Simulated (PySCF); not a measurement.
CH7GeNOSi. Atoms are numbered in the order given.

```xyz
12

O      1.8114    -0.2148    -1.2145
Ge     0.7350    -0.1181     0.2103
C     -0.7730    -1.3907    -0.0242
N     -1.8392    -0.4009     0.0984
Si    -1.2297     1.2328     0.1473
H      2.6056     0.3211    -1.1211
H      1.5984    -0.2770     1.4836
H     -0.8161    -2.1816     0.7463
H     -0.7140    -1.8775    -1.0153
H     -2.7981    -0.7218     0.0213
H     -1.4804     2.0848    -1.0632
H     -1.6779     2.0406     1.3296
```

The structure is a stationary point at PBE0-D3(BJ)/def2-SVP. The structure was generated by enumeration; whether it is a known compound was not checked. One conformer was computed; it need not be the lowest.

Method: CAM-B3LYP/def2-TZVP run with PySCF.

ESP charges are fitted to the potential on shells at 1.4 to 2.0 van der Waals radii. Atomic charges (e):

```
atom  Löwdin  Mulliken  ESP fit  meta-Löwdin
----  ------  --------  -------  -----------
O1     -0.26         …    -0.65        -0.74
Ge2     0.35      0.40     0.48         0.66
C3     -0.45         …    -0.29        -0.30
N4     -0.12     -0.45    -0.41        -0.59
Si5     0.10      0.23     0.15         0.51
H6      0.16      0.31     0.39         0.34
H7     -0.06         …    -0.10        -0.08
H8      0.11         …     0.10         0.10
H9      0.12         …     0.15         0.11
H10     0.15         …     0.29         0.22
H11    -0.05     -0.06    -0.04        -0.12
H12    -0.05     -0.06    -0.06        -0.11
```

### Question
What belongs in the gaps? (Estimate from the structure and the level; the computed values follow.)

### Answer

- O1, Mulliken: -0.57
- C3, Mulliken: -0.22
- H7, Mulliken: -0.02
- H8, Mulliken: 0.11
- H9, Mulliken: 0.12
- H10, Mulliken: 0.20
